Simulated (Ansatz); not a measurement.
Molecule: MoO, charge 0, multiplicity 5. The spin state was set by rule; other spins were not relaxed. 
Geometry from a B3LYP-D3(BJ)/def2-TZVP (Ansatz, a first-principles code) optimisation:
SMILES: [O]=[Mo]
```xyz
2

Mo     0.0000     0.0000    -0.2716
O      0.0000     0.0000     1.4261
```
Charge 0, spin multiplicity 5.

Quantity: atomisation energy (electronic, to ground-state atoms), in kcal/mol. Cores are frozen in the correlated levels unless marked. UHF or UKS for open shells. No spin-orbit coupling. Frozen are the shells of the preceding noble gas and the d and f shells that filled before the atom's block. Past Kr the def2 sets carry scalar-relativistic core potentials. The coupled-cluster limit lacks core correlation, which all-electron functionals hold. CBS(X,Y): correlation extrapolated as X^-3; Hartree-Fock from the larger set.

The UHF reference is spin-contaminated (<S^2> 0.52 over the pure value in the largest basis). The T1 diagnostic of CCSD in the largest basis is 0.081, which is high, so the coupled-cluster rows are less sure than usual.

```json
[
 {"level": "PBE/def2-TZVPD", "program": "Ansatz", "atomisation energy (kcal/mol)": "139.6"},
 {"level": "PBE-D4/def2-TZVPD", "program": "Ansatz + dftd4", "atomisation energy (kcal/mol)": "140.5"},
 {"level": "revPBE-D4/def2-TZVPD", "program": "Ansatz + dftd4", "atomisation energy (kcal/mol)": "?"},
 {"level": "r2SCAN-D3(BJ)/def2-TZVPD", "program": "Ansatz + dftd3", "atomisation energy (kcal/mol)": "123.1"},
 {"level": "PBE0/def2-SVP", "program": "Ansatz", "atomisation energy (kcal/mol)": "117.4"},
 {"level": "r2SCANh-D4/def2-TZVPD", "program": "Ansatz + dftd4", "atomisation energy (kcal/mol)": "115.5"},
 {"level": "r2SCAN0-D4/def2-TZVPD", "program": "Ansatz + dftd4", "atomisation energy (kcal/mol)": "104.4"},
 {"level": "B2PLYP/def2-TZVPD", "program": "Ansatz", "atomisation energy (kcal/mol)": "?"},
 {"level": "PBE-QIDH/def2-TZVPD", "program": "Ansatz", "atomisation energy (kcal/mol)": "?"},
 {"level": "RPA@PBE/def2-TZVPP", "program": "Ansatz", "atomisation energy (kcal/mol)": "110.5"},
 {"level": "SCS-MP2/def2-QZVPP", "program": "Ansatz", "atomisation energy (kcal/mol)": "109.8"},
 {"level": "CCSD(T)/CBS(def2-TZVPPD,def2-QZVPPD)", "program": "Ansatz", "atomisation energy (kcal/mol)": "?"}
]
```

Q: Some entries are withheld; supply them.

A: 
- revPBE-D4/def2-TZVPD, atomisation energy (kcal/mol): 134.1
- B2PLYP/def2-TZVPD, atomisation energy (kcal/mol): 128.1
- PBE-QIDH/def2-TZVPD, atomisation energy (kcal/mol): 110.8
- CCSD(T)/CBS(def2-TZVPPD,def2-QZVPPD), atomisation energy (kcal/mol): 119.3
